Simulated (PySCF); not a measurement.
**C₆ coefficients of unlike pairs at LC-wPBE**

Calculated with PySCF 2.14 from the dipole response of each species, C₆(A,B) = (3/π) ∫ α_A(iu) α_B(iu) du, in atomic units, from isotropic polarisabilities. For ions this is the dispersion term alone; charge-induced terms of lower order in 1/R come first.

```tsv
species	configuration	basis	relativity	α (bohr³)	C₆ (like pair)
Ti	[Ar] 3d2 4s2 (3F)	aug-cc-pVTZ-DK (8s7p5d3f2g)	spin-free X2C	118.6	1436
Ni³⁺	[Ar] 3d7 (4F)	aug-cc-pVDZ (7s6p4d2f)	none	1.704	3.994
Mg⁺	[Ne] 3s1 (2S)	dyall-av2z (14s10p4d)	none	38.19	174.7
P³⁺	[Ne] 3s2 (1S)	aug-cc-pVDZ-DK (5s4p2d)	spin-free X2C	6.796	16.94
```

Estimate C₆ for Mg⁺ with Ni³⁺.

The integral gives 15.23. The combination rule 2 C_A C_B / (C_A α_B/α_A + C_B α_A/α_B) gives 14.34 and the geometric mean 26.42.

No spin-orbit coupling is included.

The other pairs:

```json
{"pair": "Ni³⁺, Ti", "C₆": "42.35"}
{"pair": "P³⁺, Mg⁺", "C₆": "47.56"}
{"pair": "P³⁺, Ni³⁺", "C₆": "6.594"}
{"pair": "P³⁺, Ti", "C₆": "133.5"}
{"pair": "Mg⁺, Ti", "C₆": "499.8"}
```
